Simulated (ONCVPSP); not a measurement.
## Before and after: ONCV potential for nickel

Ni, optimised norm-conserving Vanderbilt (ONCV), made with ONCVPSP 4.0.1 (PBE, scalar-relativistic). Core [Ne] 3s2, reference 3p6 3d8 4s1.5 4p0.5. Waves: 4s: rc 1.80 bohr, ncon 4, nbas 8, qcut 3.9 1/bohr, 1 projector; 3p+4p: rc 1.60 bohr, ncon 4, nbas 8, qcut 9.8 1/bohr, 2 projectors; 3d: rc 0.85 bohr, ncon 4, nbas 9, qcut 14.9 1/bohr, 1 projector. Local part: polynomial inside 0.55 bohr (lpopt 1, dvloc0 4 Ha). Core correction: Teter function fitted to the true core (icmod 2), fcfact 0.55.

All-electron outer shells of the reference configuration (PBE, scalar-relativistic, ld1.x):

```
shell  level (eV)  outermost node (bohr)  outermost maximum (bohr)
   2p     -845.68                      –                      0.16
   3s     -112.11                   0.30                      0.64
   3p      -72.44                   0.27                      0.65
   3d       -9.90                      –                      0.63
   4s       -6.31                   0.92                      2.21
   4p       -1.71                   1.00                      3.10
```

Change: p: rc 1.1.

Cutoffs: the cutoffs (Ha) at which the residual kinetic energy of the hardest occupied pseudo-wave falls to 1 and 0.1 mHa per electron; they do not see the model core or the augmentation charge, which bear on the density cutoff. Errors are all-electron minus pseudo energies relative to the spin-unpolarised reference configuration.

Predict the effect on cutoff, ghosts and configuration errors.

The potential gets neither clearly harder nor softer (101 Ha and 202 Ha → 101 Ha and 202 Ha); both files keep a bound ghost (s); the errors of the 4 common tests hardly move.

```tsv
quantity	base	changed
cutoff, loose	101 Ha	101 Ha
cutoff, tight	202 Ha	202 Ha
loose cutoff by channel	s 5.3 Ha, p 32 Ha, d 101 Ha	s 5.3 Ha, p 39 Ha, d 101 Ha
bound ghosts	s	s
GHOST(+) flags under 300 eV	none	none
error for 3p6 3d8 4s2 4p0, meV [ΔE -2.25 eV]	-1.0	-0.9
error for 3p6 3d8 4s1 4p0, meV [ΔE 7.07 eV]	-1.1	-0.9
error for 3p6 3d8 4s0 4p0, meV [ΔE 24.42 eV]	-22	-21
error for 3p6 3d8 4s1.5 4p0, meV [ΔE 1.46 eV]	+0.1	+0.2
s: phases at 1.82 bohr within 0.05 rad from the reference energy up to (Ha; the scan ends near 5)	0.8	0.8
d: phases at 0.86 bohr within 0.05 rad from the reference energy up to (Ha; the scan ends near 5)	to the end of the scan	to the end of the scan
rms error of d²Exc/dni dnj with the model core, mHa	1.86	2.00
```

 A true bound ghost makes a file unfit for plane-wave use even where its test errors are small: the radial tests pick states by their node count and pass the ghost by.
